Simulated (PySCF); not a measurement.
## Electron correlation in O²⁺ (oxygen, charge +2)

[He] 2s1 2p2 3s1, high-spin 5P determinant (an excited configuration). Calculation: PySCF 2.14, in aug-cc-pCVTZ-DK (7s6p4d2f, 59 functions); the spin-free X2C one-electron Hamiltonian (Gaussian nucleus). Frozen: 1s2; 4 electrons correlated.

```tsv
level	correlation energy (mhartree)
CCSD	-24.48
(T)	-0.14
CCSD(T)	-24.62
```

Diagnostics: T1 = 0.0038, D1 = 0.0101, largest double amplitude 0.042.

Problem. Is a single reference adequate?

Solution. Yes: T1 lies below 0.03 and no double amplitude reaches 0.07.
